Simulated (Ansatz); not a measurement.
Ideal-gas functions of AuClF₃P, SMILES `F[P+](F)(F)[Au-][Cl]` at 600 K and 1 bar, from an Ansatz frequency run at PBE0-D4/def2-TZVP.

Molar mass 320.39 g/mol, point group C3v (symmetry number 3), electronic degeneracy 1, moments of inertia 105.874, 781.984, 781.987 u Å². Harmonic wavenumbers (cm⁻¹, unscaled): 70, 70, 211, 211, 244, 375, 376, 380, 534, 939, 955, 955.

Use S(trans) = R[1.5 ln M + 2.5 ln T − 1.1517]; rotational temperatures θ = 24.2544 K / I; S(rot) = R[ln(√π/σ · √(T³/θAθBθC)) + 1.5]; for each mode x = 1.438777 ν̃/T, S = R[x/(eˣ − 1) − ln(1 − e⁻ˣ)] and H = RT x/(eˣ − 1); 1 cm⁻¹ = 0.0119627 kJ/mol; R = 8.31446 J/(mol·K).

Q: By hand: the entropy, in J/(mol·K).

A: Translation 195.3. Rotation: θ = 0.2291, 0.031, 0.031 K, giving 122.9. Vibration, mode by mode: 23.16, 23.16, 14.07, 14.07, 12.89, 9.47, 9.45, 9.37, 6.80, 3.13, 3.03, 3.03, in all 131.6. Electronic 0.0. Sum 449.8 J/(mol·K).

Q: By hand: H − E and G − E in kJ/mol, counted from the electronic energy.

A: Zero-point energy ½ × 5320 × 0.0119627 = 31.8; thermal vibration 36.1; translation, rotation and pV give 4 RT = 20.0. H − E = 87.9 kJ/mol, and G − E = 87.9 − 600 × 449.8/1000 = -182.0 kJ/mol.

Vibration gives 29 % of the entropy, 46.3 J/(mol·K) of it from the modes under 150 cm⁻¹: soft modes count most, and the harmonic formula is weakest for them. The sum counts one conformer and one mirror image; others add a mixing term.
